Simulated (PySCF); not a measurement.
**Electron correlation in P⁺ (phosphorus, charge +1)**

[Ne] 3s2 3p2, high-spin 3P determinant. Calculation: PySCF 2.14, in aug-cc-pCVTZ-DK with one added diffuse shell each of s, p, d, f type (9s8p6d4f, 91 functions); the spin-free X2C one-electron Hamiltonian (Gaussian nucleus). Frozen: [Ne]; 4 electrons correlated.

| level | correlation energy (mhartree) |
| --- | --- |
| CCSD | -83.52 |
| (T) | -2.38 |
| CCSD(T) | -85.90 |

Diagnostics: T1 = 0.010, D1 = 0.0251, largest double amplitude 0.101.

Cost of the coupled-cluster step: of the order of 14 core-seconds, for 4 correlated electrons.

Iterations:

```
CC2 = 0
CCSD nocc = (np.int64(3), np.int64(1)), nmo = (86, 86)
frozen orbitals [[0, 1, 2, 3, 4], [0, 1, 2, 3, 4]]
max_cycle = 100
direct = 0
conv_tol = 1e-08
conv_tol_normt = 1e-06
diis_space = 8
diis_start_cycle = 0
Init t2, MP2 energy = -0.0635769379031698
Init E_corr(UCCSD) = -0.0635769379203759
cycle = 1  E_corr(UCCSD) = -0.0772074753455052  dE = -0.0136305374  norm(t1,t2) = 0.050499
cycle = 2  E_corr(UCCSD) = -0.0810784900980051  dE = -0.00387101475  norm(t1,t2) = 0.0198136
cycle = 3  E_corr(UCCSD) = -0.0835090788256113  dE = -0.00243058873  norm(t1,t2) = 0.0092846
cycle = 4  E_corr(UCCSD) = -0.0835019218685914  dE = 7.15695702e-06  norm(t1,t2) = 0.00173984
cycle = 5  E_corr(UCCSD) = -0.0835184818872591  dE = -1.65600187e-05  norm(t1,t2) = 0.000256964
cycle = 6  E_corr(UCCSD) = -0.0835135709671424  dE = 4.91092012e-06  norm(t1,t2) = 5.64425e-05
cycle = 7  E_corr(UCCSD) = -0.0835158769751352  dE = -2.30600799e-06  norm(t1,t2) = 1.00618e-05
cycle = 8  E_corr(UCCSD) = -0.083515389190314  dE = 4.87784821e-07  norm(t1,t2) = 2.18465e-06
cycle = 9  E_corr(UCCSD) = -0.0835153691251666  dE = 2.00651474e-08  norm(t1,t2) = 3.96661e-07
cycle = 10  E_corr(UCCSD) = -0.0835153895485988  dE = -2.04234322e-08  norm(t1,t2) = 1.08498e-07
cycle = 11  E_corr(UCCSD) = -0.083515389542008  dE = 6.59078347e-12  norm(t1,t2) = 2.99084e-08
UCCSD converged
E(UCCSD) = -341.2515394397076  E_corr = -0.08351538954200803
UCCSD(T) correction = -0.00237793889786976
```
